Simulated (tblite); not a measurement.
What does the GFN2-xTB structure of `CC#C/C([SiH3])=C/S[SiH2]Cl` look like in three dimensions?

```xyz
18
C5H9ClSSi2 angstrom
C     -3.498    1.613    1.044
C     -2.342    0.884    0.571
C     -1.377    0.280    0.178
C     -0.287   -0.481   -0.286
Si    -0.615   -2.229   -0.938
C      0.943    0.043   -0.244
S      2.356   -0.838   -0.809
Si     3.924    0.427   -0.055
Cl     5.660   -0.459   -0.500
H     -4.290    0.917    1.320
H     -3.867    2.275    0.260
H     -3.235    2.215    1.915
H     -0.161   -2.315   -2.326
H     -2.059   -2.457   -0.849
H      0.109   -3.181   -0.095
H      1.143    1.038    0.128
H      3.762    0.550    1.387
H      3.826    1.723   -0.714
```

Orientation and origin are arbitrary. Atoms count from 1 in this order. The 4 C–C bonds span 1.204 Å (C2≡C3, drawn triple) to 1.446 Å (C1–C2, drawn single), a spread of 0.242 Å. Si5 (SiH3 silicon) is tetrahedral (angles from 107.0° to 110.8°). Si8 (chlorine-bound silicon) is tetrahedral (angles from 107.1° to 111.5°).

Bonds between heavy atoms (Å): C1–C2 1.446, C2≡C3 1.204, C3–C4 1.408, C4–Si5 1.895, C4=C6 1.338, C6–S7 1.758, S7–Si8 2.152, Si8–Cl9 1.999.

Structure optimised with GFN2-xTB, isolated species.

Point group: C1 (no symmetry element, even within 0.4 Å). Its lowest GFN2-xTB frequency is 15 cm⁻¹, too small to tell a flat minimum from a shallow saddle. The numbers are those of one conformer (C4–C6–S7–Si8 -169°, C6–S7–Si8–Cl9 177°). 3 starts were optimised and ended at 0.00, 0.33 and 1.11 kcal/mol (GFN2-xTB); the lowest of these is shown.

Hardware: one thread of an Arm Neoverse N1, on a shared host. Cost: 3.3 s of wall time. This is the geometry optimisation.

These are computed values.
